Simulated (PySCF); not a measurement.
Ta(O)(F)(NH2)2 (FH₄N₂OTa), SMILES [NH2][Ta]([F])(=[O])[NH2], multiplicity 1.

The structure is a stationary point at B3LYP-D3(BJ)/def2-SVP. The multiplicity is an assumed one; other spin states were not compared. The def2 effective core potentials stand for the cores of Ta; spin–orbit coupling is left out. The values are those of a single conformer.

These are M06-2X/def2-TZVP run with PySCF values and carry that method's errors.

Symmetry labels are those of the subgroup Cs that the program uses (full group Cs).

Problem. List the valence orbital energies around the gap with their symmetry. (An estimate is asked for; the answer gives what the named calculation found.)

Solution. 
| orbital | symmetry | energy (eV) |
|---|---|---|
| HOMO−7 | A" | -14.01 |
| HOMO−6 | A' | -13.49 |
| HOMO−5 | A" | -13.08 |
| HOMO−4 | A' | -11.40 |
| HOMO−3 | A" | -10.92 |
| HOMO−2 | A' | -10.91 |
| HOMO−1 | A' | -10.12 |
| HOMO | A" | -9.31 |
| LUMO | A' | -0.02 |
| LUMO+1 | A" | 0.39 |
| LUMO+2 | A' | 0.61 |
| LUMO+3 | A' | 1.03 |
